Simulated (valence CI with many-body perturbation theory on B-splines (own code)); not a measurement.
**Questions on Ar XIV**

Calculated by configuration interaction combined with many-body perturbation theory (CI+MBPT): three valence electrons over a frozen Dirac-Fock core [He], radial functions for each j: 11 s, 11 p, 9 d, 7 f, 5 g, 2 h, 1 i, with the one-electron correlation potential Σ1, the two-electron term Σ2, the three-electron term Σ3, Breit, model QED; selected CI, second order for the rest (own B-spline code, finite nucleus).

No measured spectrum was set against this ion. As an estimate, levels of excited configurations hold to 0.05 to 0.15 % of their energy, terms of the ground configuration to about 0.5 %.

Rates and lifetimes use the calculated energies. Strong lines usually hold to 10 to 20 %, long lifetimes can be off by a factor of two.

What is the ground level?

2s2 2p 2P°_1/2, composition 97 % 2s2 2p 2P° + 3 % 2p3 2P°, g = 0.664.

What is the ionisation energy?

755.13 eV; NIST lists 755.13 ± 0.22 eV (semi-empirical).

Among levels below 515.14 eV, which E1 lines absorb most strongly from the ground level?

to 2s2 3d 2D_3/2 at 2.747 nm, f = 0.648; to 2s 2p 3p 2D_3/2 at 2.623 nm, f = 0.230; to 2s 2p 3p 2P_1/2 at 2.657 nm, f = 0.0787.

How is the term 2P° of the ground level split?

J = 1/2 at 0.00, J = 3/2 at 2.81 eV.

Where does the other parity begin?

At 2s 2p2 4P_1/2, 28.43 eV.

What are the static dipole polarisabilities of the lowest levels?

2s2 2p 2P°_1/2 0.0489; 2s2 2p 2P°_3/2 0.0491 (tensor 0.0042) bohr³, of which the core gives 9.14e-05.

How well does LS coupling describe the low levels?

Among the lowest 20 levels the leading LS term, summed over configurations, holds 98 % on average. For single configurations the figures are 95 % in LS and 76 % in jj coupling. Terms mix most in the J = 1/2 level at 63.80 eV, where the leading one holds 80 %.
